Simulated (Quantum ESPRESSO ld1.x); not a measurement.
Problem. Eu IV, configuration [Xe] 4f6 (the NIST ground configuration). All-electron calculation, non-relativistic Kohn-Sham, LDA (Slater exchange, Perdew-Wang correlation), spin-polarised, spherical densities, point nucleus; open shells are filled with parallel spins first; relativity is left out, which matters for an element this heavy. Program: ld1.x of Quantum ESPRESSO 7.5. Some entries of the table are withheld. Estimate them.

orbital  occ.  eigenvalue (eV)  r(max) (bohr)  <1/r> (bohr^-1)
1s down     1         -45537.2          0.016            62.42
1s up       1         -45537.2          0.016            62.42
2s up       1         -7248.44          0.088            14.49
2s down     1         -7248.31          0.088            14.49
2p up       3         -6893.93          0.068            14.52
2p down     3         -6893.85          0.068            14.52
3s up       1         -1614.12          0.245            5.446
3s down     1         -1611.34          0.245            5.452
3p up       3         -1456.53          0.232            5.388
3p down     3         -1453.97          0.232            5.394
3d up       5         -1161.79          0.185            5.287
3d down     5         -1159.90          0.185            5.292
4s up       1         -341.106          0.558            2.326
4s down     1         -335.866          0.558            2.324
4p up       3         -279.988          0.563            2.234
4p down     3         -274.787          0.563            2.231
4d up       5         -171.081          0.572            2.030
4d down     5         -165.974          0.572            2.025
5s up       1         -67.9546           1.28           0.9247
5s down     1         -65.7444           1.30           0.9085
5p up       3              (1)            (2)           0.8269
5p down     3              (3)            (4)           0.8089
4f up       6              (5)          0.572            1.546
4f down     0              (6)          0.576            1.514

Solution. 
(1) 5p up eigenvalue (eV): -50.8181
(2) 5p up r(max) (bohr): 1.40
(3) 5p down eigenvalue (eV): -49.0458
(4) 5p down r(max) (bohr): 1.42
(5) 4f up eigenvalue (eV): -39.1613
(6) 4f down eigenvalue (eV): -34.5841
